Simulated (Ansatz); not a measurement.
Job for Ansatz (a quantum-chemistry and plane-wave program): R-wB97X-V/def2-TZVPP on C3H8S2 (SMILES CSCSC).

Ansatz 0.2 input:
```yaml
crystal:
  periodic: [false, false, false]
  atoms:
    - {symbol: C, position_ang: [2.67758191, 0.58394786, 0.28301965]}
    - {symbol: S, position_ang: [1.62425989, -0.06044010, -1.04355033]}
    - {symbol: C, position_ang: [0.02755571, 0.04565833, -0.18441775]}
    - {symbol: S, position_ang: [-1.27069788, -0.55641010, -1.30284521]}
    - {symbol: C, position_ang: [-2.69019945, -0.33448537, -0.19818317]}
    - {symbol: H, position_ang: [2.62759525, -0.04989650, 1.16860969]}
    - {symbol: H, position_ang: [2.40318169, 1.60665757, 0.54243122]}
    - {symbol: H, position_ang: [3.69817567, 0.57837028, -0.09699577]}
    - {symbol: H, position_ang: [-0.17468712, 1.08291798, 0.08941605]}
    - {symbol: H, position_ang: [0.05266940, -0.57147299, 0.71573232]}
    - {symbol: H, position_ang: [-3.56980486, -0.66551058, -0.74842898]}
    - {symbol: H, position_ang: [-2.58784628, -0.94174660, 0.70141956]}
    - {symbol: H, position_ang: [-2.81778393, 0.71350135, 0.07379272]}
basis:
  gaussian:
    orbitals: def2-TZVPP
hamiltonian:
  xc: {name: wB97X-V}
scf: {lower_state_search: off}
```

The log:

```
WARN ansatz: RAYON_NUM_THREADS=6 ignored (pool sized by the plan → 6); use --threads N
Functional definition: wB97X-V
these checks for a lower state are left out or cut short: stability, starts, cluster_reference, orbital_swaps, neighbouring_geometries, increment
integrals: 0.36 GiB planned
1594 factors; their error is unknown
integrals: 0.40 GiB planned
375 factors; integrals over basis functions are off by at most 1.1e-5 eV
mean field: 2.73 GiB planned
mean field evaluation 1: about -24907.0400 eV, gradient 3.6e1 eV
mean field evaluation 2: about -24908.6068 eV, gradient 2.5e1 eV
mean field evaluation 4: about -24910.0085 eV, gradient 9.7e-1 eV
mean field evaluation 8: about -24910.0154 eV, gradient 4.9e-1 eV
mean field evaluation 16: about -24910.0156 eV, gradient 8.5e-6 eV
mean field -24910.01564574 eV, -915.4261903659 hartree, gradient 8.5e-6 eV, S^2 0.000000; 0 other end points of the search recorded, 0 dependent functions left out
reference -24910.01564357 eV, -915.4261902860 hartree; 29, 29 occupied and 260, 260 virtual orbitals, 1594 factors
Total energy: -24910.01564357 eV, -915.4261902860 hartree
Checks for a lower state left out: stability, starts, cluster_reference, orbital_swaps, neighbouring_geometries, increment
```

The calculation finished and met its thresholds.

Cost: roughly 14 core-seconds.
